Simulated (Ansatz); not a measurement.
A structure relaxed at PBE0-D4/def2-TZVP, charge 0, multiplicity 1:

| atom | x (Å) | y (Å) | z (Å) |
| --- | --- | --- | --- |
| B1 | 0.460 | 3.177 | 1.070 |
| Al2 | -0.519 | 1.890 | -0.304 |
| O3 | -0.428 | 0.224 | -0.045 |
| Si4 | -0.212 | -1.319 | 0.421 |
| C5 | 0.207 | -2.401 | -1.035 |
| H6 | -0.082 | 3.619 | 2.045 |
| H7 | 1.600 | 3.528 | 0.934 |
| H8 | -1.337 | 2.369 | -1.579 |
| H9 | 0.888 | -1.389 | 1.427 |
| H10 | -1.460 | -1.809 | 1.072 |
| H11 | 0.341 | -3.437 | -0.713 |
| H12 | 1.133 | -2.074 | -1.514 |
| H13 | -0.591 | -2.377 | -1.781 |

**Question.** Give its formula and SMILES.

**Answer.** CH8AlBOSi, `[BH2][AlH][O][SiH2]C`.

**Question.** Point group (tolerance 0.08 Å, 0.16 Å for H)?

**Answer.** C1.

**Question.** Summarise the bond lengths by kind.

**Answer.** 1 × Al–B 2.122 Å; 2 × B–H 1.200 Å; 1 × Al–O 1.688 Å; 1 × Al–H 1.590 Å; 1 × O–Si 1.626 Å; 1 × C–Si 1.862 Å; 2 × H–Si 1.490 to 1.492 Å; 3 × C–H 1.093 to 1.094 Å.

Program: Ansatz 0.2.0.
